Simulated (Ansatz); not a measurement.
Reaction (redistribution): `N[SiH2][S][AlH2]` + `N=[C]([AlH2])[SiH3]` → `N=C([SiH3])[SiH2]N` + `[AlH2][S][AlH2]`

Calculated with Ansatz (gas phase, PBE0-D4/def2-TZVP geometries, no zero-point term in ΔE). CBS: MP2 limit from def2 TZ/QZ plus the TZ coupled-cluster correction, frozen cores. Functionals use def2-TZVPP. Each species was taken in one conformer, which may not be the lowest.

```
          level  ΔE (eV)
            PBE    -0.55
CCSD/def2-TZVPP    -0.60
```

(1) What does CCSD(T)/CBS give? (An estimate is asked.)

Largest T1 diagnostic among the species: 0.013.

## Answers

(1) The calculation gave: -0.58 eV. The listed levels differ from it by 0.03, -0.02 eV.

In def2-TZVPP, CCSD(T) changes the Hartree–Fock value by +0.04 eV (the triples alone add +0.01 eV) and MP2 by +0.06 eV.
